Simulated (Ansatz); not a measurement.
Cost and result for the atomization energy of C$_{2}$H$_{5}$InS, SMILES `S/C=[CH]\[InH2]` (9 atoms, 8 bonds).

| atom | x (Å) | y (Å) | z (Å) |
| --- | --- | --- | --- |
| S1 | -0.665 | -1.472 | -1.642 |
| C2 | -0.483 | 0.235 | -1.344 |
| C3 | -0.055 | 0.884 | -0.254 |
| In4 | 0.587 | 0.055 | 1.595 |
| H5 | -0.243 | -1.908 | -0.440 |
| H6 | -0.785 | 0.786 | -2.235 |
| H7 | -0.043 | 1.968 | -0.349 |
| H8 | 1.100 | 1.112 | 2.852 |
| H9 | 0.588 | -1.660 | 1.816 |

The species carries charge 0 and has multiplicity 1. Correlated methods include outer-core shells of In, which these sets cover unevenly. In: def2 effective core potential. The geometry is a stationary point of PBE0-D4/def2-TZVP. It is one conformer, not always the lowest. Program: Ansatz. All runs use 4 threads of an Intel Xeon Platinum 8488C on a shared host. Times are those of one run each, without the atoms' runs, and a repeat can differ threefold. Electronic energies, without spin–orbit coupling; frozen cores. CCSD(T)/CBS adds CCSD(T) − MP2 in def2-TZVPP to the MP2 limit, and its time is that of the two runs behind it. T1 = 0.014. With those shells the extrapolation isn't a true limit.

CCSD(T)/CBS is a level of theory with its own doubt, some kJ/mol a heavy atom from the limit and from the frozen cores, so smaller differences don't rank the functionals.

```
                          level  functions  wall time
         LDA (SPW92)/def2-TZVPP        224     0.85 s
PBE-D4/def2-TZVPP (with forces)        224      1.6 s
            BHLYP-D4/def2-TZVPP        224      1.9 s
             PBE0-D4/def2-TZVPP        224      2.2 s
        CAM-B3LYP-D4/def2-TZVPP        224      2.4 s
               CCSD(T)/def2-SVP         97      2.6 s
          r2SCANh-D4/def2-TZVPP        224      2.9 s
              B2PLYP/def2-TZVPP        224      3.5 s
             ωB97X-V/def2-TZVPP        224      4.4 s
              B97M-V/def2-TZVPP        224      4.7 s
                 MP2/def2-QZVPP        416       18 s
             CCSD(T)/def2-TZVPP        224       57 s
              CCSD(T)/CBS(def2)          –       74 s
```

Question: What atomization energy does each give, and how far from CCSD(T)/CBS? (Estimate.)

Answer: The calculation gave: 
```
                          level  atomization (kcal/mol)  difference from CCSD(T)/CBS  per bond
         LDA (SPW92)/def2-TZVPP                   789.8                        105.8      13.2
PBE-D4/def2-TZVPP (with forces)                   697.2                         13.2       1.7
            BHLYP-D4/def2-TZVPP                   661.0                        -23.0      -2.9
             PBE0-D4/def2-TZVPP                   685.6                          1.6       0.2
        CAM-B3LYP-D4/def2-TZVPP                   682.6                         -1.4      -0.2
               CCSD(T)/def2-SVP                   642.9                        -41.1      -5.1
          r2SCANh-D4/def2-TZVPP                   681.9                         -2.1      -0.3
              B2PLYP/def2-TZVPP                   671.6                        -12.4      -1.6
             ωB97X-V/def2-TZVPP                   686.7                          2.7       0.3
              B97M-V/def2-TZVPP                   690.4                          6.4       0.8
                 MP2/def2-QZVPP                   681.9                         -2.1      -0.3
             CCSD(T)/def2-TZVPP                   666.6                        -17.4      -2.2
              CCSD(T)/CBS(def2)                   684.0                          0.0       0.0
```

The D4 term adds +8.3 kcal/mol with B3LYP and +4.3 kcal/mol with PBE0; it sums over pairs of atoms, weighted by their polarisabilities, and B3LYP, whose exchange is more repulsive, gets the larger term. Leaving LDA and LC-ωPBE aside and taking each functional with its dispersion term where it has one, the values spread over 36.2 kcal/mol, from BHLYP-D4 to PBE-D4. LDA lies +97.7 kcal/mol from PBE without D4, its usual overbinding. In def2-TZVPP, CCSD(T) changes the Hartree–Fock value by +183.3 kcal/mol (the triples alone add +12.9 kcal/mol) and MP2 by +188.4 kcal/mol; breaking electron pairs costs correlation energy, which Hartree–Fock lacks.

B3LYP here is the variant with VWN-RPA as its local correlation; programs differ in this.

Spin–orbit coupling would lower the free In atoms strongly, and the atomization energy with them, by more than many differences here.
